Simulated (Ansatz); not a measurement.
Reaction (formal exchange of groups at the Si–C bond): `C[Si](C)(N)N` + SiH₄ → `C[Si](N)(N)[SiH3]` + CH₄

Computed with Ansatz on PBE0-D4/def2-TZVP structures; ΔE is electronic, products minus reactants. CBS: MP2 limit from def2 TZ/QZ plus the TZ coupled-cluster correction, frozen cores. This one scheme is used for every species. One conformer a species, not always the lowest.

| species | CCSD(T)/CBS(def2) energy (Eh) |
| --- | --- |
| `C[Si](C)(N)N` | -480.71189 |
| SiH₄ | -291.46306 |
| `C[Si](N)(N)[SiH3]` | -731.71043 |
| CH₄ | -40.46206 |

(1) Work out ΔE.

Largest T1 diagnostic among the species: 0.011.

Results:

(1) ΔE = (-731.71043) + (-40.46206) − (-480.71189) − (-291.46306) = 0.00246 Eh = +6.5 kJ/mol.

From PBE to PBE0 (25 % exact exchange), in def2-TZVPP and without D4, ΔE moves by +5.5 kJ/mol. In def2-TZVPP, CCSD(T) changes the Hartree–Fock value by −9.1 kJ/mol (the triples alone add −2.0 kJ/mol) and MP2 by −5.0 kJ/mol.
